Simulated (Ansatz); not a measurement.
```yaml
crystal:
  periodic: [false, false, false]
  atoms:
    - {symbol: N, position_ang: [2.802022, 0.097286, 1.440902]}
    - {symbol: C, position_ang: [1.830312, 0.026460, 0.743809]}
    - {symbol: Sn, position_ang: [0.079259, -0.021274, -0.386738]}
    - {symbol: Cl, position_ang: [0.608079, 0.085205, -2.550580]}
    - {symbol: C, position_ang: [-1.144567, 1.681798, 0.041834]}
    - {symbol: N, position_ang: [-1.743966, 2.496140, 0.373517]}
    - {symbol: C, position_ang: [-0.887999, -1.748778, 0.055048]}
    - {symbol: N, position_ang: [2.852022, 0.397286, 1.490902]}
basis:
  gaussian: {orbitals: ANO-RCC-VTZP}
hamiltonian: {xc: {name: B2PLYP}}
```

```sh
$ ansatz run in.yaml --threads 4 --pin off --events-out ev --progress --plain --max-ram 11315MiB
```

Shortened log:

```
Functional definition: B2PLYP
1861 factors; integrals over basis functions are off by at most 8.2e-4 eV
mean field evaluation 1: about -187619.1755 eV, gradient 1.2e2 eV
mean field evaluation 2: about -187620.4197 eV, gradient 1.2e2 eV
mean field evaluation 4: about -187589.2522 eV, gradient 1.1e2 eV
mean field evaluation 8: about -187646.3659 eV, gradient 3.6e-1 eV
mean field evaluation 16: about -187646.0772 eV, gradient 6.8e0 eV
mean field -187646.40847260 eV, -6895.8783200643 hartree, gradient 2.7e-6 eV, S^2 0.000000; 3 other end points of the search recorded, 0 dependent functions left out; unrestricted orbitals would lower it
29 core orbitals not correlated: weight in the atoms' cores, before any rotation towards them, 0.995 or more for the frozen orbitals, at most 0.002 for the correlated occupied ones
reference -187646.40868675 eV, -6895.8783279338 hartree; 24, 24 occupied and 229, 229 virtual orbitals, 1861 factors
second order -52.23496267 eV of doubles, -0.00000000 eV of singles
Total energy: -187660.51212667 eV, -6896.3966197912 hartree
Relativity: scalar
```

Something in this input is off. What?

One atom was put on top of another. The calculation finished and met its thresholds. The result belongs to that input, not to the molecule as meant.
